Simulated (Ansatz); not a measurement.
`[SeH][Hf]([SeH])([SeH])[SeH]`. The species carries charge 0 and has multiplicity 1. Hf takes the def2 core potential. Geometry: relaxed with PBE0-D4/def2-TZVP. It is one conformer, not always the lowest.

```xyz
9

Se   -1.481   -2.075    0.136
Hf    0.000    0.000    0.000
Se    1.174    0.414    2.228
Se    1.764   -0.361   -1.809
Se   -1.458    2.021   -0.555
H    -1.963   -1.508    1.411
H     1.494   -1.027    2.198
H     0.655   -0.181   -2.767
H    -0.186    2.716   -0.841
```

What is the dipole moment at ωB97M-V/def2-TZVPP? (An estimate is asked.)

Ansatz gave: 0.00 D, zero by symmetry or nearly so.

Give the Mulliken charges with ωB97M-V, PBE, r2SCAN in def2-TZVPP. (Best estimate.)

Computed: 
```csv
atom,ωB97M-V,PBE,r2SCAN
Se1,-0.19,-0.19,-0.22
Hf2,0.40,0.47,0.55
Se3,-0.20,-0.19,-0.22
Se4,-0.19,-0.19,-0.22
Se5,-0.20,-0.19,-0.22
H6,0.09,0.07,0.09
H7,0.09,0.07,0.09
H8,0.09,0.07,0.09
H9,0.09,0.07,0.09
```
